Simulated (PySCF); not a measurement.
BH3Se3, SMILES [SeH]B([SeH])[SeH]. Atoms are numbered in the order given.

```xyz
7

B     -0.0360     0.0064     0.0000
Se     1.9172    -0.1202     0.0000
H      2.1616     1.3356     0.0000
Se    -0.8554     1.7737     0.0000
H     -2.2625     1.3283     0.0000
Se    -0.9846    -1.6996     0.0000
H     -2.3439    -1.1288     0.0000
```
Charge 0, spin multiplicity 1.

Geometry optimised at B3LYP-D3(BJ)/def2-SVP. The values are those of a single conformer.

The numbers are results of PySCF with KT2/pcSseg-1, not measurements.

GIAO shieldings, no solvent; atoms listed in one row are averaged. δ = σ(ref) − σ: ¹¹B against BF3 (σ = 89.8 ppm); ⁷⁷Se against Me2Se (σ = 1692.1 ppm); ¹H against TMS (σ = 31.47 ppm), references at their B3LYP-D3(BJ)/def2-TZVP geometries, non-relativistic.

### Question
Estimate the chemical shifts. (Estimate from the structure and the level; the computed values follow.)

### Answer

```json
[
 {"nucleus": "¹¹B", "atoms": "B1", "count": "1", "δ (ppm)": "55.1"},
 {"nucleus": "⁷⁷Se", "atoms": "Se4", "count": "1", "δ (ppm)": "78.3"},
 {"nucleus": "⁷⁷Se", "atoms": "Se6", "count": "1", "δ (ppm)": "55.0"},
 {"nucleus": "⁷⁷Se", "atoms": "Se2", "count": "1", "δ (ppm)": "-48.3"},
 {"nucleus": "¹H", "atoms": "H5", "count": "1", "δ (ppm)": "3.22"},
 {"nucleus": "¹H", "atoms": "H7", "count": "1", "δ (ppm)": "2.94"},
 {"nucleus": "¹H", "atoms": "H3", "count": "1", "δ (ppm)": "2.91"}
]
```
